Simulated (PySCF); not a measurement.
C3H9ClGe, charge +1, doublet, at a GFN2-xTB geometry (a state made from the parent by changing its charge; the spin is typed, not shown lowest); PySCF with M062X/6-31G.

The PySCF input:
```python
from pyscf import gto, scf, dft

mol = gto.M(
    atom='''
C    -0.79832836    1.63350543   -1.14258380
Ge   -0.07027058    0.02770126   -0.23231321
C     1.63686824   -0.80349619   -1.04529117
C    -1.24063450   -1.67354742   -0.27864399
Cl    0.35549585    0.40607379    1.79514818
H    -1.01299556    1.42270273   -2.18754246
H    -1.71450687    1.95290625   -0.64724483
H    -0.07725723    2.44795046   -1.08345391
H     1.96700529   -1.62399928   -0.41633254
H     1.40104496   -1.13936210   -2.04979491
H     2.36268877    0.00504959   -1.05426793
H    -1.35645007   -1.97312739   -1.31512114
H    -2.18838683   -1.37102865    0.15826585
H    -0.76334571   -2.44955723    0.31110930
''',
    basis='6-31g',
    charge=1,
    spin=1,
    verbose=4,
)

mf = dft.UKS(mol)
mf.xc = 'm062x'
mf.grids.prune = dft.gen_grid.sg1_prune
mf.kernel()
```

The log (banner, timings and long lists left out):

```
PySCF version 2.14.0

[INPUT] verbose = 4
[INPUT] num. atoms = 14
[INPUT] num. electrons = 75
[INPUT] charge = 1
[INPUT] spin (= nelec alpha-beta = 2S) = 1
[INPUT] symmetry False subgroup None
[INPUT] Mole.unit = angstrom
[INPUT] Symbol           X                Y                Z      unit          X                Y                Z       unit  Magmom
[INPUT]  1 C     -0.798328360000   1.633505430000  -1.142583800000 AA   -1.508621957873   3.086877885690  -2.159170456365 Bohr   0.0
[INPUT]  2 Ge    -0.070270580000   0.027701260000  -0.232313210000 AA   -0.132792150814   0.052347794705  -0.439008342019 Bohr   0.0
[INPUT]  3 C      1.636868240000  -0.803496190000  -1.045291170000 AA    3.093232675599  -1.518387741231  -1.975314031726 Bohr   0.0
[INPUT]  4 C     -1.240634500000  -1.673547420000  -0.278643990000 AA   -2.344459425687  -3.162546280272  -0.526560827356 Bohr   0.0
[INPUT]  5 Cl     0.355495850000   0.406073790000   1.795148180000 AA    0.671789794919   0.767368249464   3.392338413211 Bohr   0.0
[INPUT]  6 H     -1.012995560000   1.422702730000  -2.187542460000 AA   -1.914284173800   2.688518516371  -4.133856135257 Bohr   0.0
[INPUT]  7 H     -1.714506870000   1.952906250000  -0.647244830000 AA   -3.239948422985   3.690457959451  -1.223115464241 Bohr   0.0
[INPUT]  8 H     -0.077257230000   2.447950460000  -1.083453910000 AA   -0.145995005843   4.625955935903  -2.047431158489 Bohr   0.0
[INPUT]  9 H      1.967005290000  -1.623999280000  -0.416332540000 AA    3.717101283671  -3.068913865691  -0.786754477345 Bohr   0.0
[INPUT] 10 H      1.401044960000  -1.139362100000  -2.049794910000 AA    2.647591262602  -2.153082325709  -3.873550991427 Bohr   0.0
[INPUT] 11 H      2.362688770000   0.005049590000  -1.054267930000 AA    4.464834692885   0.009542342141  -1.992277649612 Bohr   0.0
[INPUT] 12 H     -1.356450070000  -1.973127390000  -1.315121140000 AA   -2.563319133947  -3.728670375978  -2.485218775226 Bohr   0.0
[INPUT] 13 H     -2.188386830000  -1.371028650000   0.158265850000 AA   -4.135451763305  -2.590868657432   0.299079111371 Bohr   0.0
[INPUT] 14 H     -0.763345710000  -2.449557230000   0.311109300000 AA   -1.442514330262  -4.628992291148   0.587911371805 Bohr   0.0

nuclear repulsion = 480.198802354932
number of shells = 51
number of NR pGTOs = 238
number of NR cGTOs = 85
basis = 6-31g
ecp = {}

******** <class 'pyscf.dft.uks.UKS'> ********
method = UKS
initial guess = minao
damping factor = 0
level_shift factor = 0
DIIS = <class 'pyscf.scf.diis.CDIIS'>
diis_start_cycle = 1
diis_space = 8
diis_damp = 0
SCF conv_tol = 1e-09
SCF conv_tol_grad = None
SCF max_cycles = 50
direct_scf = True
direct_scf_tol = 1e-13
number electrons alpha = 38  beta = 37
XC library pyscf.dft.libxc version 7.1.2
    S. Lehtola, C. Steigemann, M. J. T. Oliveira, and M. A. L. Marques,  SoftwareX 7, 1–5 (2018)
XC functionals = m062x
    Y. Zhao and D. G. Truhlar,  Theor. Chem. Acc. 120, 215 (2008)
    Y. Zhao and D. G. Truhlar,  Theor. Chem. Acc. 120, 215 (2008)
radial grids:
    Treutler-Ahlrichs [JCP 102, 346 (1995); DOI:10.1063/1.469408] (M4) radial grids

becke partition: Becke, JCP 88, 2547 (1988); DOI:10.1063/1.454033
pruning grids: <function sg1_prune>
grids dens level: 3
symmetrized grids: False
atomic radii adjust function: <function treutler_atomic_radii_adjust>
small_rho_cutoff = 0
Set gradient conv threshold to 3.16228e-05
Traceback (most recent call last):
  File "input.py", line 29, in <module>
  File "<string>", line 2, in kernel
  File "site-packages/pyscf/scf/hf.py", line 2099, in scf
  File "site-packages/pyscf/scf/hf.py", line 132, in kernel
  File "site-packages/pyscf/dft/uks.py", line 42, in get_veff
  File "site-packages/pyscf/dft/uks.py", line 192, in initialize_grids
  File "site-packages/pyscf/dft/rks.py", line 506, in initialize_grids
  File "site-packages/pyscf/dft/gen_grid.py", line 653, in build
  File "<string>", line 6, in gen_atomic_grids
  File "site-packages/pyscf/dft/gen_grid.py", line 318, in gen_atomic_grids
  File "site-packages/pyscf/dft/gen_grid.py", line 81, in sg1_prune
IndexError: index 32 is out of bounds for axis 0 with size 19
```

The program refused the input.
